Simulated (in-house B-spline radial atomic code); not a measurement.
## Ionising In VIII (In7+) with different functionals

Computed with a radial B-spline atomic code at the basis-set limit: four-component Dirac-Coulomb Hamiltonian, Fermi nucleus of rms radius 4.6156 fm, spin-restricted, spherical fractional occupations for the functionals. The ionisation energy is the difference of two self-consistent energies, [Kr] 4d6 → [Kr] 4d5, without Breit or QED terms; ε is the level of the shell that loses the electron (mean over j). The electron is taken from both j subshells in proportion to 2j + 1, so the result is a j average, not the step between ground levels.

Hybrids are left out here: with spherical fractional occupations of an open shell their exact exchange keeps a self-interaction that integer-occupation calculations don't have.

```
           method  rung  ΔSCF (eV)  -ε(4d) (eV)
         LDA VWN5   LDA     133.91       123.37
 relativistic LDA   LDA     133.92       123.38
         LDA PW92   LDA     133.90       123.36
LDA exchange-only   LDA     131.93       121.41
              PBE   GGA     133.74       123.21
           PBEsol   GGA          ?            ?
             BLYP   GGA          ?            ?
             RPBE   GGA     133.71       123.17
             PW91   GGA     133.85       123.30
             BP86   GGA     133.80       123.26
             AM05   GGA     133.71       123.17
             OLYP   GGA     134.26       123.69
```

What does PBEsol give?

ΔSCF 133.70 eV, and -ε(4d) = 123.16 eV.

What does BLYP give?

ΔSCF 133.53 eV, and -ε(4d) = 122.99 eV.

How do they compare with the NIST value?

NIST lists 130 eV ± 2.1 (tabulated theory, ground level to ground level). Errors run from +1.83 to +4.16 eV; all lie within about twice that uncertainty, so the table can't rank the methods.
